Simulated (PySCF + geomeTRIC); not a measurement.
Species: C₅H₆, SMILES `C#CC1CC1` (charge 0, multiplicity 1).

Question: Give a relaxed geometry from PySCF + geomeTRIC with TPSSh-D3(BJ)/def2-TZVP.

Answer: the end point of this relaxation (outside a Z-matrix the atoms follow the SMILES, hydrogens last).
Cartesian coordinates (Å) in one orientation:
```xyz
11

C      2.399     0.413    -0.591
C      1.355    -0.009    -0.163
C      0.108    -0.504     0.341
C     -1.146    -0.384    -0.505
C     -0.993     0.471     0.713
H      3.321     0.784    -0.967
H      0.186    -1.394     0.956
H     -1.036     0.084    -1.473
H     -1.841    -1.214    -0.470
H     -0.779     1.522     0.574
H     -1.582     0.233     1.589
```
